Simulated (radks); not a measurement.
Neutral rhodium, configuration [Ar] 3d10 4s2 4p4 4d8 5s1 5p2 (not the ground configuration). Method: scalar-relativistic Kohn-Sham, revPBE, spin-unpolarised, spherical densities, point nucleus; computed with a radial shooting solver on a logarithmic mesh with Libxc functionals.

Normalised radial functions P(r) = r R(r), r in bohr:

r	3p	3d	5s
0.003652	0.0161	0.0001	0.0413
0.00491	0.0273	0.0003	0.0513
0.006602	0.0460	0.0007	0.0623
0.008876	0.0768	0.0016	0.0731
0.01193	0.1264	0.0036	0.0817
0.01604	0.2037	0.0081	0.0846
0.02157	0.3183	0.0178	0.0769
0.02924	0.4814	0.0393	0.0522
0.03931	0.6769	0.0821	0.0082
0.05285	0.8712	0.1644	-0.0523
0.07105	0.9804	0.3112	-0.1125
0.09552	0.8752	0.5483	-0.1398
0.1284	0.4337	0.8816	-0.0966
0.1727	-0.3389	1.2644	0.0253
0.2321	-1.1976	1.5769	0.1662
0.3121	-1.7188	1.6582	0.2054
0.4196	-1.6164	1.4175	0.0579
0.5642	-1.0405	0.9420	-0.1985
0.7585	-0.4429	0.4603	-0.3318
1.02	-0.1151	0.1531	-0.1602
1.371	-0.0161	0.0311	0.2361
1.843	-0.0010	0.0034	0.5807
2.478	0.0000	0.0002	0.6757
3.332	0.0000	0.0000	0.5309
4.48	0.0000	0.0000	0.2908
6.023	0.0000	0.0000	0.1064
8.098	0.0000	0.0000	0.0246
10.89	0.0000	0.0000	0.0031

3p: eigenvalue -499.20 eV, 1 radial node at r = 0.153 bohr, <r> = 0.390 bohr, 90 % of the charge inside 0.588 bohr. 3d: eigenvalue -316.85 eV, 0 radial nodes, <r> = 0.370 bohr, 90 % of the charge inside 0.587 bohr. 5s: eigenvalue -8.269 eV, 4 radial nodes at r = 0.0411, 0.164, 0.450, 1.16 bohr, <r> = 2.80 bohr, 90 % of the charge inside 4.15 bohr.
